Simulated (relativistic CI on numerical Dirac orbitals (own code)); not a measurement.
**Zeeman pattern of Sr II 4215.52 Å at 0.3 T**

Problem. The line 5s 2S_1/2 – 5p 2P°_1/2 of Sr II lies at 4215.52 Å (air; NIST Handbook). Calculate its Zeeman pattern at B = 0.3 T, seen across the field, in LS coupling, and compare it with the Doppler width at an assumed gas temperature of 400 K.

Working.
1. Landé factors g = 3/2 + [S(S + 1) − L(L + 1)]/[2J(J + 1)]: lower 2.0000, upper 0.6667.
2. The unit is μB B/hc = 0.46686 × 0.3 = 0.1401 cm⁻¹, or 24.9 mÅ at this wavelength. A component is shifted by g_u m_u − g_l m_l units. Seen across the field, the strengths for lower J and m are m² (π) and ¼(J − m)(J + m + 1) (σ).
3. π components (Δm = 0), symmetric about zero, as shift (strength, strongest of all = 100): ±0.667 (100).
4. σ components with Δm = +1, mirrored for −1: 1.333 (100).
5. The centre of the σ group lies at ḡ = 1.333 units, 33.2 mÅ from the line centre.
6. The Doppler width is 7.16 × 10⁻⁷ λ √(T/M) = 6.4 mÅ (FWHM, M = 88), so the sum of Gaussians shows separate peaks away from the centre.

Check. A relativistic CI calculation gives g = 2.0023 and 0.6659 for the two levels. The nearest fine-structure partner lies 801 cm⁻¹ away, 5722 Zeeman units, so the weak-field formulas hold; hyperfine structure, which matters at weak fields for isotopes with nuclear spin, is neglected.
